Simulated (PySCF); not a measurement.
F2H4OSi2. Atoms are numbered in the order given.

```xyz
9

O     -1.5411    -0.9900     0.0000
Si     0.0001    -0.4216     0.0000
F      0.8059    -1.0052     1.2816
F      0.8059    -1.0052    -1.2816
Si    -0.0275     1.9053     0.0000
H     -1.6993    -1.9430     0.0000
H     -0.7341     2.3878    -1.2194
H      1.3742     2.4102     0.0000
H     -0.7341     2.3878     1.2194
```
Charge 0, spin multiplicity 1.

Geometry optimised at B3LYP-D3(BJ)/def2-SVP. This is a generated structure with no PubChem entry under its InChIKey; it may be hypothetical. The values are those of a single conformer.

The numbers are results of PySCF with SMD-ωB97X/6-31G*, not measurements.

Solvation free energies are E(SMD) − E(gas) at the gas-phase geometry, for 1 M in both phases. In vacuum the dipole moment is 1.01 D.

Computed solvation free energies in water, acetone, tetrahydrofuran:
| solvent | ΔG(solv) (kcal/mol) | its non-electrostatic (CDS) part | dipole (D) |
|---|---|---|---|
| water | -3.1 | 3.9 | 1.15 |
| acetone | -4.5 | -0.2 | 1.18 |
| tetrahydrofuran | -3.5 | -0.1 | 1.15 |
